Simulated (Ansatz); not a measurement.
Geometry optimisation, DFT PBE, scalar-relativistic, plane waves, PAW (Ansatz 0.2.0).

Input:

```yaml
crystal:
  lattice:
    - [-2.29, -3.966396, 0.0]
    - [3.435, -1.983198, 0.0]
    - [0.0, 0.0, 7.17686]
  atoms:
    - { symbol: Be, position: [0.75, 0.5, 0.0] }
    - { symbol: Be, position: [0.5, 0.3333333, 0.25] }
    - { symbol: Be, position: [0.75, 0.5, 0.5] }
    - { symbol: Be, position: [0.5, 0.3333333, 0.75] }
    - { symbol: Be, position: [0.5, 0.0, 0.0] }
    - { symbol: Be, position: [0.25, 0.8333333, 0.25] }
    - { symbol: Be, position: [0.5, 0.0, 0.5] }
    - { symbol: Be, position: [0.25, 0.8333333, 0.75] }
    - { symbol: Be, position: [0.25, 0.5, 0.0] }
    - { symbol: Be, position: [0.0, 0.3333333, 0.25] }
    - { symbol: Be, position: [0.25, 0.5, 0.5] }
    - { symbol: Be, position: [0.0, 0.3333333, 0.75] }
    - { symbol: Be, position: [0.0, 0.0, 0.0] }
    - { symbol: Be, position: [0.75, 0.8333333, 0.25] }
    - { symbol: Be, position: [0.0, 0.0, 0.5] }
    - { symbol: Be, position: [0.75, 0.8333333, 0.75] }
    - { symbol: H, position: [0.4970618, 0.3131361, 0.4388037] }
basis:
  ecutwfc: 420.0
kpoints:
  mp_grid: { grid: [5, 6, 4] }
hamiltonian:
  xc: pbe
scf:
  occupations: { method: gaussian, width: 0.1 }
  lower_state_search: "off"
relax:
  f_tol: 0.03
  max_steps: 60
  adjacent_minimum: "off"
```

Launched with:

```bash
$ ansatz run input.yaml --threads 2 --pin off --max-ram 5120MiB --backend cpu --events-out ev --progress --plain --runs-dir out
```

Problem. Where does it end, and by what steps?

Solution. The run converged. The force dipped under the threshold on the way, but the program's further checks kept it going. Limits of this set-up: odd electron count without spin. After 5 steps the energy has fallen by 0.372 eV; H17 moved furthest, 0.23 Å.

| step | energy less start (eV) | largest force component (eV/Å) | accepted |
| --- | --- | --- | --- |
| 0 | 0.0000 | 1.737 | yes |
| 1 | -0.2333 | 0.953 | yes |
| 2 | -0.3600 | 0.232 | yes |
| 3 | -0.3640 | 0.133 | yes |
| 4 | -0.3722 | 0.022 | yes |
| 5 | -0.3722 | 0.023 | yes |

```xyz
17
Lattice="-2.2900 -3.9664 0.0000 3.4350 -1.9832 0.0000 0.0000 0.0000 7.1769" Properties=species:S:1:pos:R:3
Be -0.005 -3.970 -0.011
Be -0.006 -2.640 1.766
Be -0.010 -4.079 3.581
Be -0.003 -2.641 5.415
Be -1.159 -1.974 -0.012
Be 2.293 -2.634 1.775
Be -1.267 -1.912 3.577
Be 2.290 -2.640 5.362
Be 1.147 -1.976 -0.011
Be 1.139 -0.657 1.762
Be 1.238 -1.917 3.581
Be 1.140 -0.657 5.370
Be -0.001 0.001 -0.020
Be 1.138 -4.634 1.775
Be 0.036 -0.020 3.565
Be 1.142 -4.629 5.362
H -0.016 -2.634 3.375
```

The run took 53 s on 2 threads of Arm Neoverse V1 (shared host), peak memory 0.49 GiB.
